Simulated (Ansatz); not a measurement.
A geometry relaxed with Ansatz (a first-principles code) with PBE0-D3(BJ)/def2-SVP, charge 0, multiplicity 1:

```xyz
16

C     -1.1257     1.2293     0.4875
F      2.7650     0.1272    -0.9064
H     -3.1484     0.6494     0.0489
C      2.0522    -0.7378    -0.1802
C     -0.3843    -1.2148    -0.6040
H     -1.4132     2.1931     0.9183
C     -2.0962     0.3599    -0.0016
F      2.2141    -1.9450    -0.7359
H      0.8067     2.4980     1.2434
C      0.2271     0.8825     0.4346
C     -1.7317    -0.8672    -0.5502
H     -2.4906    -1.5508    -0.9344
F      2.6065    -0.7874     1.0340
H     -0.0774    -2.1712    -1.0297
C      0.5988    -0.3552    -0.1185
O      1.1971     1.6899     0.8944
```

**Question.** Write the SMILES of this molecule.

**Answer.** `Oc1ccccc1C(F)(F)F`
